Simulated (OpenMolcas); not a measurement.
A run on Pd3+ among 6 point charges of -1.7 e arranged as a trigonal prism (D3h), 1.94 Å from the ion, with a polar angle of 57.9° against the regular 49.1°.

```json
{"Program": "OpenMolcas", "Method": "SS-CASPT2, IPEA 0.25 Eh, imaginary shift 0.1 Eh (closed shells correlated: 4s 4p)", "Basis": "ANO-RCC-VDZP [6s5p3d1f]", "Scalar Hamiltonian": "DKH2, point nucleus", "Active space": "7 electrons in 5 orbitals (4d)", "State averaging": "2S+1 = 4 even, 10 roots; 2S+1 = 2 even, 40 roots", "Spin-orbit coupling": "state interaction with AMFI integrals over the reference wave functions"}
```

First CASPT2 step and the start of its output:

```
&CASPT2
Multistate=10 1 2 3 4 5 6 7 8 9 10
NoMult
Frozen=14
IPEA=0.25
Imaginary=0.1
MaxIter=60
WThr=0.0 0.3 0.05
PrWF=0.5
NoMix
```

```
--- CASPT2 ---
Orbital specifications:
      -----------------------

      Symmetry species                           1
                                                 a
      Frozen orbitals                           14
      Inactive orbitals                          4
      Active orbitals                            5
      Secondary orbitals                        20
      Deleted orbitals                           0
      Number of basis functions                 43
Type of calculation                        SS-CASPT2
      Fock operator                              state-specific
      IPEA shift                                 0.25
      Real shift                                 0.00
      Imaginary shift                            0.10
      The input orbitals will be transformed to quasi-canonical
Reference energy:       -5048.2508237144
      E2 (Non-variational):      -0.3261124503
      Shift correction:          -0.0018660188
      E2 (Variational):          -0.3279784691
      Total energy:           -5048.5788021836
      Residual norm:              0.0000002329
      Reference weight:           0.89038
      Contributions to the CASPT2 correlation energy
      Active & Virtual Only:         -0.1460221192
      One Inactive Excited:          -0.1290908500
      Two Inactive Excited:          -0.0509994811
Reference energy:       -5048.2508237106
      E2 (Non-variational):      -0.3269449727
      Shift correction:          -0.0019151461
      E2 (Variational):          -0.3288601187
      Total energy:           -5048.5796838294
      Residual norm:              0.0000003604
      Reference weight:           0.88924
      Contributions to the CASPT2 correlation energy
      Active & Virtual Only:         -0.1463840721
...
```

Over all roots the printed reference weights run from 0.66 to 0.94, and roots that are degenerate in the reference spread by up to 190 cm-1.

Q: Did the run give usable levels, and if not, why?

A: No. The equations converged, but the reference weight falls to 0.66 for at least one root against 0.94 for the best. A drop of that size marks an intruder state, so the energies of such roots and the levels built on them can't be trusted.
